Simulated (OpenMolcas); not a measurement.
S⁴⁺: effect of the basis set

```json
{
 "Program": "OpenMolcas 26.06",
 "Method": "MS-CASPT2, IPEA 0.25 Eh, imaginary shift 0.1 Eh (closed shells correlated: 2s 2p)",
 "Active space": "2 electrons in 4 orbitals (3s 3p)",
 "State averaging": "2S+1 = 3 even, 3 roots; 2S+1 = 1 even, 7 roots; 2S+1 = 3 odd, 3 roots; 2S+1 = 1 odd, 3 roots",
 "Spin-orbit coupling": "state interaction with AMFI integrals over the reference wave functions, term energies averaged over their components"
}
```

A. ANO-R1 [4s3p1d], X2C, finite nucleus; CASPT2 step roughly 1.1 core-seconds
B. ANO-RCC-VTZP [5s4p2d1f], DKH2, point nucleus; CASPT2 step of the order of 1.6 core-seconds
C. ANO-L-VTZP [5s4p2d1f], non-relativistic, point nucleus; CASPT2 step about 2 core-seconds
D. ANO-R2 [5s4p3d1f], X2C, finite nucleus; CASPT2 step roughly 1.5 core-seconds
E. ANO-RCC-VQZP [6s5p3d2f1g], DKH2, point nucleus; CASPT2 step of the order of 1.9 core-seconds
F. ANO-R3 [6s5p4d3f1g], X2C, finite nucleus; CASPT2 step roughly 2.8 core-seconds

Energies in cm-1 above 3s2 1S0, the measured ground level; measured values from NIST levels in Podobedova, Kelleher and Wiese, J. Phys. Chem. Ref. Data 38, 171 (2009); Martin, Zalubas and Musgrove, J. Phys. Chem. Ref. Data 19, 821 (1990).

| Level | A | B | C | D | E | F | Measured |
| --- | --- | --- | --- | --- | --- | --- | --- |
| 3s2 1S0 | 0.0 | 0.0 | 0.0 | 0.0 | 0.0 | 0.0 | 0.0 |
| 3s 3p 3P* 0 | 77600 | 82450 | 81030 | 83020 | 82660 | 83110 | 83024 |
| 3s 3p 3P* 1 | 77940 | 82780 | 81360 | 83350 | 82990 | 83440 | 83394 |
| 3s 3p 3P* 2 | 78640 | 83450 | 82030 | 84020 | 83660 | 84110 | 84155 |
| 3s 3p 1P* 1 | 126120 | 130870 | 129840 | 128750 | 130090 | 128720 | 127151 |
| 3p2 3P0 | 189060 | 200580 | 197810 | 200410 | 200780 | 200460 | 199967 |
| 3p2 3P1 | 189430 | 200920 | 198160 | 200760 | 201130 | 200820 | 200371 |
| 3p2 3P2 | 190050 | 201470 | 198720 | 201270 | 201630 | 201270 | 201146 |
| 3p2 1D2 | 193840 | 203570 | 201220 | 202880 | 203170 | 202520 | 193739 |
| 3p2 1S0 | 229190 | 238630 | 236550 | 236680 | 237320 | 235920 | 235350 |

Deviations, from unrounded energies. A percentage is the sum of absolute deviations over the sum of measured energies, with the sign that they share, or ± where signs differ.

```csv
Against measurement,Levels,A,B,C,D,E,F
mean absolute deviation (cm-1),9,6300,2200,2700,1500,2000,1400
other configurations (%),9,±4.0,±1.4,±1.7,±0.9,±1.3,±0.9
```

F lies closest to measurement on these levels and A furthest from it. The largest miss of F in the table is 3p2 1D2, by +8800 cm-1. The ranking rests on the paired levels alone, and a cruder setting can come out closer through cancelling errors.

Among A to F the level of the table that moves most is 3p2 3P0, by 12000 cm-1 (lowest in A, highest in E). Moves below CASPT2's spread within the term are not significant.

CASPT2 breaks the degeneracy within a term, and the mean is taken; among the terms shown or strongly mixed into the levels shown the widest spread is 370 cm-1 (3p2 1D, C). Over all roots computed the reference weight is 0.93 to 1.00 in A, 0.93 to 1.00 in B, 0.93 to 1.00 in C, 0.92 to 0.99 in D, 0.92 to 1.00 in E, 0.92 to 0.99 in F; the roots of lowest weight are the least certain, and an intruder state may touch them. The ¹D term of p² mixes with s d, which this space lacks. The basis is small and was not contracted for so high a charge (holds for A). Some levels mix across a computed gap that differs much from the measured one, so their mixing is not that of the real levels (holds for B; D; E; F). Measured partners are found by configuration, term and J. A level has none where our copy of the source lacks it or the pairing is in doubt (some pairs that miss far off the trend of their configuration count as doubtful), and it then counts in no deviation. Only configurations of the active space appear.

* marks odd parity.
